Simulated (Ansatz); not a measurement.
The same bond dissociation along the group C, Si, Ge, Sn.

Computed with Ansatz on PBE0-D4/def2-TZVP structures; ΔE is electronic, products minus reactants. CCSD(T)/CBS adds triple-zeta CCSD(T) − MP2 to the extrapolated MP2 energy (def2 sets, frozen cores). Small cases extrapolate CCSD(T) itself. DFT in def2-TZVPP. No spin–orbit coupling; open shells (•) take unrestricted orbitals. Elements past krypton have def2 core potentials. For Ge, Sn outer-core shells are correlated without core-valence functions, which leaves a few kJ/mol of doubt a bond. Scalar relativity is left out up to krypton.

```csv
reaction,CCSD(T)/CBS(def2) (kcal/mol)
`CC` → 2 `[CH3]`•,?
`[SiH3][SiH3]` → 2 `[SiH3]`•,80.0
`[GeH3][GeH3]` → 2 `[GeH3]`•,76.0
`[SnH3][SnH3]` → 2 `[SnH3]`•,67.0
```

Problem. Fill in the missing values. (An estimate is asked.)

Solution. Ansatz gave: `CC` → 2 `[CH3]`•: +97.2 kcal/mol.

Largest T1 diagnostic: 0.015, for `[SnH3]`•.

Extrapolated directly: `CC` → 2 `[CH3]`•.
